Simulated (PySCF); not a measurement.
**Assigning NMR signals**

Bonds (- single, = double, # triple, : aromatic): C1-C2, C2-O3, O3-C4, C4=O5, C4-C6, C6:C7, C7:C8, C8:C9, C9:C10, C10:C11, C11-F12, C11:C6. C1 carries H13, H14, H15; C2 carries H16, H17; C7 carries H18; C8 carries H19; C9 carries H20; C10 carries H21.

One computed conformer, isolated molecule, no relativistic terms, equivalent nuclei averaged. GFN2-xTB geometry; NMR shieldings at PBE0/pcSseg-1/GIAO; PySCF 2.14.

δ = σ(ref) − σ, references computed at the same level: ¹³C (σ = 186.93 ppm) and ¹H (σ = 31.72 ppm) against TMS.

(1) Assign these signals to the numbered atoms. ¹³C{¹H} NMR (computed): δ 173.2, 171.7, 140.7, 140.5, 128.6, 123.4, 122.7, 63.5, 16.5.

(2) Assign these signals to the numbered atoms. ¹H NMR (400 MHz, computed): δ 8.64 (m, 1H), 7.78 (m, 1H), 7.50 (m, 1H), 7.40 (m, 1H), 4.69 (q, 2H), 1.45 (t, 3H).

Answers

(1) 
173.2 → C11, aromatic carbon bearing fluorine: an ipso carbon deshielded by its heteroatom
171.7 → C4, ester carbonyl carbon: lone-pair donation from the attached heteroatom keeps it upfield of a ketone carbonyl
140.7 → C7, aromatic CH
140.5 → C9, aromatic CH
128.6 → C8, aromatic CH: the aromatic region
123.4 → C6, substituted aromatic carbon
122.7 → C10, aromatic CH
63.5 → C2, sp3 CH2 bonded to O: pulled downfield by the heteroatom
16.5 → C1, methyl carbon: saturated and bonded to C and H only

C11 and C4; C7 and C9; C6 and C10 lie closer than the usual error of such a calculation, so a measured spectrum could show them in the other order.

(2) 
8.64 → H18, hydrogen on an aromatic CH: ring current plus the deshielding of an ortho carbonyl group
7.78 → H20, hydrogen on an aromatic CH
7.50 → H19, hydrogen on an aromatic CH
7.40 → H21, hydrogen on an aromatic CH
4.69 → H16/H17, hydrogen on an sp3 CH2 bonded to O: its carbon carries O, an electronegative neighbour
1.45 → H13/H14/H15, hydrogen on a methyl carbon

H19 and H21 lie closer than the usual error of such a calculation, so a measured spectrum could show them in the other order.

Splittings by ¹⁹F in the carbon and heteronuclear signals aren't shown, as no couplings were computed. Shifts are as computed. Against solution values, carbons near 30 ppm lie about +3 ppm off and those near 130 ppm about +5 ppm. Of 1211 compounds with measured shifts, 218 miss one by over three times the rms of a fit or turn the order of signals round; such compounds aren't used in these exercises. No couplings were computed; multiplicities are counted from neighbouring protons, with m where these are inequivalent, close in shift, in a saturated or five-membered ring or joined by F or P, and br s for small geminal =CH2 splittings.
